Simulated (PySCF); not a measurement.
# Spinor energies of Sr⁻ (strontium, charge -1)

Start: [Kr] 4d1 5s2; 4d3/2 filled at m_j = +3/2. Calculated with PySCF 2.14 in x2c-SVPall-2c with one added diffuse shell each of s, d type (7s7p7d1f, 70 functions): generalised Hartree-Fock with the X2C-1e Hamiltonian and a Gaussian nucleus; one run each with spin-orbit coupling (SO) switched off, then screened by Boettger's factors.

```
spinor shell  electrons  ε, spin-free (eV)  ε, screened SO (eV)  weight of nominal j (screened SO)  rms radius, screened SO (bohr)
       1s1/2          2           -16192.7             -16192.2                              1.000                          0.0451
       2s1/2          2            -2258.1              -2257.9                              1.000                           0.187
       2p1/2          2            -2001.1              -2048.3                              1.000                           0.164
       2p3/2          4            -2001.1              -1978.6                              1.000                           0.167
       3s1/2          2            -377.26              -377.23                              1.000                           0.524
       3p1/2          2            -291.50              -299.06                              1.000                           0.527
       3d3/2          4            -149.76              -150.89                              1.000                           0.545
       3d5/2          6            -149.76              -148.98                              1.000                           0.549
       4s1/2          2            -50.774              -50.768                              1.000                            1.46
       4p1/2          2            -27.615              -28.439                              1.000                            1.67
       4p3/2          4            -27.615              -27.217                              1.000                            1.69
       5s1/2          2             -2.628               -2.628                              1.000                            4.96
       4d3/2          1              0.910                0.910                              0.744                            13.0
```

(1) Where does 3p3/2 lie, and what is the 3p spin-orbit splitting (screened SO)?

```json
{"quantity": "E (hartree)", "spin-free": "-3176.87838", "screened SO": "-3177.11259"}
{"quantity": "M_J", "spin-free": "3/2", "screened SO": "3/2"}
{"quantity": "⟨J²⟩", "spin-free": "5.007", "screened SO": "5.029"}
{"quantity": "⟨L²⟩", "spin-free": "6.002", "screened SO": "6.006"}
{"quantity": "⟨S²⟩", "spin-free": "0.751", "screened SO": "0.755"}
```

The configuration of this anion was assumed by filling the next shell in order. It is not the known or likely ground configuration (Ca⁻, Sr⁻ and Ba⁻, for instance, bind a p electron), so these values are not the electron affinity of the element. At GHF the highest occupied level has a positive energy, so only the finite basis holds that electron. The determinant has a definite M_J but mixes levels of different J.

The basis lacks diffuse functions for the outer shell of this anion, so its levels lie too high.

Rows whose weight is well below 1 are mixtures of j = l ± 1/2: exchange outweighs spin-orbit coupling there, and the label is only the starting occupation.

Breit and QED terms are absent; they matter most for the inner s and p1/2 levels.

Densities and radii are taken from the X2C orbitals without a picture-change correction, which distorts them close to the nucleus.

Without spin-orbit coupling the j labels of p, d and f shells carry no meaning; the spin-free column gives the mean over the occupied spinors of each nl shell, and its ⟨J²⟩ belongs to a mixture of degenerate components.

Answers

(1) At -287.89 eV, 11.170 eV above 3p1/2.
